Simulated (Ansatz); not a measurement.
```yaml
crystal:
  periodic: [false, false, false]
  atoms:
    - {symbol: Si, position_ang: [0.442724, 1.505592, 0.165160]}
    - {symbol: O, position_ang: [0.323602, -0.039915, 0.460062]}
    - {symbol: Al, position_ang: [-0.463014, -1.777923, 0.068667]}
    - {symbol: Br, position_ang: [-1.726550, -2.404634, -1.461355]}
    - {symbol: H, position_ang: [-0.462952, 1.606446, -1.400268]}
    - {symbol: H, position_ang: [-0.295358, 2.165963, 1.297381]}
    - {symbol: H, position_ang: [1.726592, 1.985619, -0.051469]}
    - {symbol: H, position_ang: [0.577527, -2.674694, 1.172497]}
basis:
  gaussian: {orbitals: def2-TZVPP}
magnetization: {spin_polarized: true, initial_magnetization: 8}
hamiltonian: {xc: {name: HF}}
correlation: {method: rpa}
scf: {lower_state_search: light}
```

```sh
$ ansatz run in.yaml --threads 4 --pin off --events-out ev --progress --plain --max-ram 10444MiB
```

It prints (some lines left out):

```
Functional definition: HF
1325 factors; integrals over basis functions are off by at most 1.2e-3 eV
mean field evaluation 1: about -86512.0406 eV, gradient 3.2e1 eV
mean field evaluation 2: about -86512.0729 eV, gradient 3.2e1 eV
mean field evaluation 4: about -86523.0270 eV, gradient 9.1e0 eV
mean field evaluation 8: about -86526.8332 eV, gradient 2.4e0 eV
mean field evaluation 16: about -86527.2340 eV, gradient 1.4e-1 eV
mean field evaluation 32: about -86527.2650 eV, gradient 3.5e-1 eV
mean field evaluation 64: about -86527.2431 eV, gradient 2.5e0 eV
mean field evaluation 96: about -86527.2661 eV, gradient 2.2e-1 eV
mean field evaluation 128: about -86526.9271 eV, gradient 2.4e0 eV
mean field evaluation 160: about -86527.1926 eV, gradient 2.0e0 eV
mean field -86527.26679217 eV, -3179.8184043243 hartree, gradient 3.5e-6 eV, S^2 20.027935; 12 other end points of the search recorded, 0 dependent functions left out
20 core orbitals not correlated, not the lowest: weight in the atoms' cores, before any rotation towards them, 0.998 or more for the frozen orbitals, at most 0.002 for the correlated occupied ones
reference -86527.26679217 eV, -3179.8184043243 hartree; 21, 13 occupied and 178, 186 virtual orbitals, 1325 factors
Total energy: -86547.98119750 eV, -3180.5796446794 hartree
```

In this input the spin is set far too high for this molecule. The calculation finished and met its thresholds. The result belongs to that input, not to the molecule as meant.
